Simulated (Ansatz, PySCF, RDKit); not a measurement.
Dimer: CH4O (SMILES CO) (first 6 atoms) with C2H3N (SMILES CC#N); geometry from B3LYP-D3(BJ)/def2-TZVP, rigid monomers moved along the line of their centres of mass till H6···N9 is 2.33 Å.
(charge 0, multiplicity 1):
```xyz
12

C     -0.58145     0.18713    -0.74374
O      0.25251    -0.73880    -0.07730
H     -1.63439     0.08618    -0.45138
H     -0.50570    -0.01386    -1.81303
H     -0.27434     1.22617    -0.56933
H      0.19256    -0.56496     0.87279
C     -0.28826     0.51556     5.65910
C     -0.17840     0.23516     4.23780
N     -0.09099     0.01289     3.11529
H     -0.48765     1.57562     5.81644
H     -1.10250    -0.06549     6.09239
H      0.64133     0.25220     6.16391
```

Interaction energies are E(AB) − E(A) − E(B) at the monomers' geometry in the complex; basis-set methods are counterpoise corrected.

Frozen-core correlation. Rows in 6-31G* carry no dispersion term and start afresh at each structure (6-31G* with six Cartesian d functions).

The values were computed with Ansatz (an electronic-structure program); PySCF for 6-31G* rows; RDKit for the force fields. Values without a source in brackets are computed.

### Question
Give the interaction energy at the level MMFF94.

### Answer
-4.2 kcal/mol
